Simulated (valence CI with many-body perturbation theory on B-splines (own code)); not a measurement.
# Ba⁵¹⁺: calculated level list

Calculated by relativistic CI+MBPT: three valence electrons over a frozen Dirac-Fock core [He], radial functions for each j: 11 s, 11 p, 10 d, 8 f, 5 g, 2 h, with the one-electron correlation potential Σ1 (screened to all orders), the two-electron term Σ2, the three-electron term Σ3, Breit, model QED; selected single and double excitations, second order for the rest, scaled by the run's own slope (own B-spline code, finite nucleus).

No measured spectrum was set against this ion. As an estimate, large intervals hold to a few tenths of a per cent, small ones and those within an open d or f shell to about a per cent.

Levels 91 to 135 of 167, with energies above the lowest level, (2s^2 2p1/2) J=1/2. "Leading %" is the weight of the configuration and term that name the level; weights of strongly mixed levels are sums over their largest components and can fall short. In the jj column 3d3/2^4 stands for four electrons in 3d with j = 3/2. Lifetimes count E1, E2, E3, M1 and M2 decay at the calculated energies, and are blank where another channel may lead or the interval is too uncertain; long ones can be off by a factor of two.

| No. | Configuration | Term | J | E (× 10³ cm⁻¹) | Leading % | Second component | Lifetime | Leading jj |
| --- | --- | --- | --- | --- | --- | --- | --- | --- |
| 91 | 2p²3p | ²P° | 1/2 | 53019 | 86 | 8 % 2p²3p ⁴D° | 6.88 fs | 2p1/2 2p3/2 3p3/2 (99 %) |
| 92 | 2p²3d | ²G | 7/2 | 53067 | 48 | 26 % 2p²3d ⁴F | 355 fs | 2p1/2 2p3/2 3d3/2 (95 %) |
| 93 | 2p²3d | ²D | 5/2 | 53164 | 32 | 31 % 2p²3d ²F | 1.86 fs | 2p1/2 2p3/2 3d3/2 (88 %) |
| 94 | 2p²3d | ²D | 3/2 | 53204 | 46 | 23 % 2p²3d ²P | 1.91 fs | 2p1/2 2p3/2 3d3/2 (91 %) |
| 95 | 2p²3d | ⁴D | 7/2 | 53214 | 47 | 36 % 2p²3d ⁴F | 56.5 fs | 2p1/2 2p3/2 3d5/2 (99 %) |
| 96 | 2p²3d | ⁴P | 1/2 | 53267 | 36 | 33 % 2p²3d ²P | 1.53 fs | 2p1/2 2p3/2 3d3/2 (99 %) |
| 97 | 2p²3d | ²P | 3/2 | 53339 | 37 | 36 % 2p²3d ⁴P | 2.17 fs | 2p1/2 2p3/2 3d5/2 (91 %) |
| 98 | 2p²3d | ²G | 9/2 | 53342 | 62 | 38 % 2p²3d ⁴F | 480 fs | 2p1/2 2p3/2 3d5/2 (100 %) |
| 99 | 2p²3d | ²F | 5/2 | 53350 | 41 | 28 % 2p²3d ⁴D | 1.97 fs | 2p1/2 2p3/2 3d5/2 (91 %) |
| 100 | 2p²3d | ²D | 5/2 | 53468 | 60 | 23 % 2p²3d ⁴P | 1.36 fs | 2p1/2 2p3/2 3d5/2 (96 %) |
| 101 | 2p²3d | ²F | 7/2 | 53512 | 66 | 17 % 2p²3d ²G | 1.33 fs | 2p1/2 2p3/2 3d5/2 (96 %) |
| 102 | 2p²3d | ²D | 3/2 | 53544 | 59 | 29 % 2p²3d ²P | 1.98 fs | 2p1/2 2p3/2 3d5/2 (99 %) |
| 103 | 2p²3d | ²P | 1/2 | 53580 | 62 | 33 % 2p²3d ²S | 1.79 fs | 2p1/2 2p3/2 3d5/2 (99 %) |
| 104 | 2p²3s | ⁴P | 5/2 | 54744 | 62 | 37 % 2p²3s ²D | 39.6 fs | 2p3/2^2 3s (99 %) |
| 105 | 2p²3s | ²P | 3/2 | 54813 | 54 | 36 % 2p²3s ²D | 11.4 fs | 2p3/2^2 3s (99 %) |
| 106 | 2p²3s | ²S | 1/2 | 55174 | 70 | 19 % 2p²3s ⁴P | 19.1 fs | 2p3/2^2 3s (99 %) |
| 107 | 2p²3p | ²P° | 3/2 | 55216 | 26 | 25 % 2p²3p ⁴P° | 5.32 fs | 2p3/2^2 3p1/2 (99 %) |
| 108 | 2p²3p | ²D° | 5/2 | 55237 | 42 | 26 % 2p²3p ²F° | 5.22 fs | 2p3/2^2 3p1/2 (99 %) |
| 109 | 2p²3p | ²P° | 1/2 | 55624 | 76 | 16 % 2p²3p ⁴D° | 5.33 fs | 2p3/2^2 3p1/2 (98 %) |
| 110 | 2p²3p | ²D° | 5/2 | 56096 | 53 | 37 % 2p²3p ⁴P° | 6.59 fs | 2p3/2^2 3p3/2 (100 %) |
| 111 | 2p²3p | ⁴D° | 7/2 | 56098 | 63 | 37 % 2p²3p ²F° | 6.97 fs | 2p3/2^2 3p3/2 (100 %) |
| 112 | 2p²3p | ²P° | 1/2 | 56112 | 59 | 31 % 2p²3p ²S° | 6.14 fs | 2p3/2^2 3p3/2 (98 %) |
| 113 | 2p²3p | ²P° | 3/2 | 56402 | 62 | 16 % 2p²3p ²D° | 6.48 fs | 2p3/2^2 3p3/2 (100 %) |
| 114 | 2p²3d | ²D | 3/2 | 56535 | 33 | 24 % 2p²3d ⁴P | 2.14 fs | 2p3/2^2 3d3/2 (99 %) |
| 115 | 2p²3d | ⁴D | 5/2 | 56545 | 29 | 21 % 2p²3d ²F | 2.17 fs | 2p3/2^2 3d3/2 (94 %) |
| 116 | 2p²3d | ²F | 7/2 | 56563 | 39 | 29 % 2p²3d ²G | 2.06 fs | 2p3/2^2 3d3/2 (99 %) |
| 117 | 2p²3d | ²P | 1/2 | 56568 | 43 | 38 % 2p²3d ⁴P | 2.12 fs | 2p3/2^2 3d3/2 (92 %) |
| 118 | 2p²3p | ²P° | 3/2 | 56585 | 66 | 13 % 2p²3p ²D° | 6.37 fs | 2p3/2^2 3p3/2 (99 %) |
| 119 | 2p²3d | ²F | 7/2 | 56702 | 53 | 36 % 2p²3d ⁴D | 228 fs | 2p3/2^2 3d5/2 (99 %) |
| 120 | 2p²3d | ⁴F | 9/2 | 56710 | 62 | 38 % 2p²3d ²G | 371 fs | 2p3/2^2 3d5/2 (100 %) |
| 121 | 2p²3d | ²P | 1/2 | 56816 | 46 | 33 % 2p²3d ²S | 2.65 fs | 2p3/2^2 3d5/2 (92 %) |
| 122 | 2p²3d | ²P | 3/2 | 56894 | 42 | 30 % 2p²3d ²D | 2.14 fs | 2p3/2^2 3d5/2 (55 %) |
| 123 | 2p²3d | ²D | 5/2 | 56965 | 62 | 12 % 2p²3d ²F | 1.68 fs | 2p3/2^2 3d5/2 (96 %) |
| 124 | 2p²3d | ²D | 3/2 | 57040 | 71 | 10 % 2p²3d ²P | 1.36 fs | 2p3/2^2 3d3/2 (55 %) |
| 125 | 2p²3d | ²D | 5/2 | 57211 | 68 | 12 % 2p²3d ²F | 2.25 fs | 2p3/2^2 3d5/2 (98 %) |
| 126 | 2s²4s | ²S | 1/2 | 61192 | 98 |  | 19.6 fs | 2s^2 4s (98 %) |
| 127 | 2s²4p | ²P° | 1/2 | 61387 | 98 |  | 33.0 fs | 2s^2 4p1/2 (98 %) |
| 128 | 2s²4p | ²P° | 3/2 | 61798 | 97 |  | 40.9 fs | 2s^2 4p3/2 (97 %) |
| 129 | 2s²4d | ²D | 3/2 | 61943 | 98 |  | 4.22 fs | 2s^2 4d3/2 (98 %) |
| 130 | 2s²4d | ²D | 5/2 | 62064 | 98 |  | 4.59 fs | 2s^2 4d5/2 (98 %) |
| 131 | 2s2p4s | ⁴P° | 1/2 | 62101 | 77 | 22 % 2s2p4s ²P° | 21.4 fs | 2s 2p1/2 4s (100 %) |
| 132 | 2s²4f | ²F° | 5/2 | 62146 | 98 |  | 9.44 fs | 2s^2 4f5/2 (98 %) |
| 133 | 2s²4f | ²F° | 7/2 | 62203 | 98 |  | 9.61 fs | 2s^2 4f7/2 (98 %) |
| 134 | 2s2p4p | ⁴D | 1/2 | 62275 | 66 | 21 % 2s2p4p ²P | 16.4 fs | 2s 2p1/2 4p1/2 (100 %) |
| 135 | 2s2p4s | ⁴P° | 3/2 | 62287 | 62 | 37 % 2s2p4s ²P° | 19.8 fs | 2s 2p1/2 4s (98 %) |
